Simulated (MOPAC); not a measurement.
MOPAC input (MNDO):

```
MNDO PRECISE GNORM=0.05 LET XYZ CHARGE=1 GEO-OK AUX(PRECISION=9) THREADS=1
H8N3OSi

N    -0.14792300 1    1.62764400 1   -0.58665800 1
Si    0.11106900 1    0.03075400 1   -0.17940100 1
N     1.63004200 1   -0.29453200 1    0.43867700 1
N    -0.72667600 1   -1.06390500 1   -1.13508800 1
O    -0.81322200 1   -0.30687600 1    1.43581900 1
H    -0.69222000 1    1.91915800 1   -1.38322000 1
H     0.31176100 1    2.40123200 1   -0.13234100 1
H     2.45795400 1    0.09788500 1    0.01606900 1
H     1.84468400 1   -1.07703600 1    1.03712300 1
H    -0.33708400 1   -1.96334700 1   -1.37340800 1
H    -1.48884200 1   -0.81139500 1   -1.74564300 1
H    -1.70265400 1   -0.68910900 1    1.37098500 1
H    -0.73088700 1    0.26261500 1    2.21698800 1
```

From the output:

```
                                                       MOPAC v23.2.5 Linux

          FINAL HEAT OF FORMATION =         20.71055 KCAL/MOL =      86.65296 KJ/MOL

          COSMO AREA              =        122.93 SQUARE ANGSTROMS
          COSMO VOLUME            =        110.63 CUBIC ANGSTROMS

          GRADIENT NORM           =          0.04574          =       0.01269 PER ATOM
          IONIZATION POTENTIAL    =         14.874797 EV
          HOMO LUMO ENERGIES (EV) =        -14.875 -3.669
          NO. OF FILLED LEVELS    =         16
          MOLECULAR WEIGHT        =         94.1682         POINT GROUP:  C1

          MOLECULAR DIMENSIONS (Angstroms)

            Atom       Atom       Distance
            H     9    H     6     4.61455
            H    11    H    13     4.13194
            H    12    H     8     3.90833

          SCF CALCULATIONS        =         72

   ATOM   CHEMICAL          X               Y               Z
  NUMBER   SYMBOL      (ANGSTROMS)     (ANGSTROMS)     (ANGSTROMS)

     1       N         -0.16371046  *   1.64239038  *  -0.52821465  *
     2      Si          0.10384425  *   0.02330794  *  -0.17247303  *
     3       N          1.63601134  *  -0.37056425  *   0.39165032  *
     4       N         -0.68243457  *  -1.11378349  *  -1.13010047  *
     5       O         -0.88536932  *  -0.15866587  *   1.37786228  *
     6       H         -0.89040163  *   1.97403706  *  -1.11395071  *
     7       H          0.47270732  *   2.37394654  *  -0.32603754  *
     8       H          2.33819989  *   0.29137148  *   0.61523921  *
     9       H          2.02096400  *  -1.28312094  *   0.37230408  *
    10       H         -0.35842129  *  -2.03961145  *  -1.27110265  *
    11       H         -1.37241120  *  -0.88929318  *  -1.80506624  *
    12       H         -1.64790891  *  -0.71879745  *   1.47496374  *
    13       H         -0.70275293  *   0.29468025  *   2.19339169  *

                             CARTESIAN COORDINATES

   1    N       -0.163710457     1.642390377    -0.528214645
   2   Si        0.103844254     0.023307938    -0.172473028
   3    N        1.636011337    -0.370564250     0.391650323
   4    N       -0.682434568    -1.113783486    -1.130100471
   5    O       -0.885369321    -0.158665871     1.377862276
   6    H       -0.890401631     1.974037059    -1.113950715
   7    H        0.472707322     2.373946537    -0.326037536
   8    H        2.338199893     0.291371476     0.615239205
   9    H        2.020964001    -1.283120943     0.372304080
  10    H       -0.358421295    -2.039611454    -1.271102648
  11    H       -1.372411199    -0.889293181    -1.805066241
  12    H       -1.647908911    -0.718797453     1.474963735
  13    H       -0.702752932     0.294680246     2.193391692

           Empirical Formula: H8 N3 O Si  =    13 atoms

      MOLECULAR POINT GROUP   :   C1

                  EIGENVALUES
 -48.49894 -39.35135 -36.24053 -36.18415 -26.39368 -24.60680 -22.04876 -21.96918
 -21.39085 -21.25080 -20.37625 -20.01403 -19.53787 -15.87607 -14.90515 -14.87480
  -3.66946  -2.41536  -1.72004  -1.59740  -0.64778   0.16146   1.49825   1.51887
   1.74480   2.05102   2.32552   2.35264

              NET ATOMIC CHARGES AND DIPOLE CONTRIBUTIONS

  ATOM NO.   TYPE          CHARGE      No. of ELECS.   s-Pop       p-Pop
    1          N          -0.717388        5.7174     1.49791     4.21948
    2         Si           1.802870        2.1971     0.81560     1.38153
    3          N          -0.717461        5.7175     1.49856     4.21890
    4          N          -0.717381        5.7174     1.50232     4.21506
    5          O          -0.327761        6.3278     1.70287     4.62489
    6          H           0.183536        0.8165     0.81646
    7          H           0.183651        0.8163     0.81635
    8          H           0.183597        0.8164     0.81640
    9          H           0.183490        0.8165     0.81651
   10          H           0.183127        0.8169     0.81687
   11          H           0.183190        0.8168     0.81681
   12          H           0.289118        0.7109     0.71088
   13          H           0.287410        0.7126     0.71259
 DIPOLE           X         Y         Z       TOTAL
 POINT-CHG.    -1.719    -0.317     2.693     3.211
 HYBRID         0.067     0.008    -0.108     0.127
 SUM           -1.652    -0.310     2.585     3.083

          ATOMIC ORBITAL ELECTRON POPULATIONS

     Atom    s        px        py        pz
    1  N   1.49791   1.34023   1.20400   1.67524
    2 Si   0.81560   0.46268   0.48623   0.43261
    3  N   1.49856   1.24594   1.12336   1.84960
    4  N   1.50232   1.48417   1.20333   1.52756
    5  O   1.70287   1.54420   1.65990   1.42079
    6  H   0.81646
    7  H   0.81635
    8  H   0.81640
    9  H   0.81651
   10  H   0.81687
   11  H   0.81681
   12  H   0.71088
   13  H   0.71259

 **********************
 *                    *
 * JOB ENDED NORMALLY *
 *                    *
 **********************

 == MOPAC DONE ==
```

The dipole moment of an ion depends on the origin.

The geometry given is a B3LYP-D3(BJ)/def2-TZVP minimum.
